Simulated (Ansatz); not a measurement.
Consider the formal exchange of groups at the Si–C bond: `OC[SiH2]O[SiH3]` + tetrafluoromethane → `F[SiH2]O[SiH3]` + `OCC(F)(F)F`.

Calculated with Ansatz (gas phase, PBE0-D4/def2-TZVP geometries, no zero-point term in ΔE). CCSD(T)/CBS adds triple-zeta CCSD(T) − MP2 to the extrapolated MP2 energy (def2 sets, frozen cores). Functionals use def2-TZVPP. B3LYP here is the variant with VWN-RPA as its local correlation; programs differ in this. One conformer a species, not always the lowest.

(1) Is it downhill or uphill in electronic energy at CCSD(T)/CBS, and by how much? (Best estimate.)

(2) What do these levels give: PBE-D4, r2SCAN-D4, B3LYP-D4, ωB97X-V, B2PLYP, B3LYP, HF/def2-TZVPP, SCS-MP2/def2-TZVPP, SCS-MP2/def2-QZVPP, HF/CBS(def2), MP2/CBS(def2), CCSD/CBS(def2)? (Best estimate.)

Largest T1 diagnostic among the species: 0.011.

Results:

(1) Computed: Downhill: ΔE = -45.1 kcal/mol.

(2) The calculation gave: PBE-D4 -39.9, r2SCAN-D4 -42.3, B3LYP-D4 -43.0, ωB97X-V -42.5, B2PLYP -44.8, B3LYP -44.5, HF/def2-TZVPP -45.4, SCS-MP2/def2-TZVPP -45.0, SCS-MP2/def2-QZVPP -46.2, HF/CBS(def2) -46.1, MP2/CBS(def2) -46.3, CCSD/CBS(def2) -45.6 kcal/mol.

In def2-TZVPP, CCSD(T) changes the Hartree–Fock value by +2.0 kcal/mol (the triples alone add +0.5 kcal/mol) and MP2 by +0.8 kcal/mol. The D4 term adds +1.4 kcal/mol with B3LYP and +0.8 kcal/mol with PBE0; it sums over pairs of atoms, weighted by their polarisabilities, and B3LYP, whose exchange is more repulsive, gets the larger term.
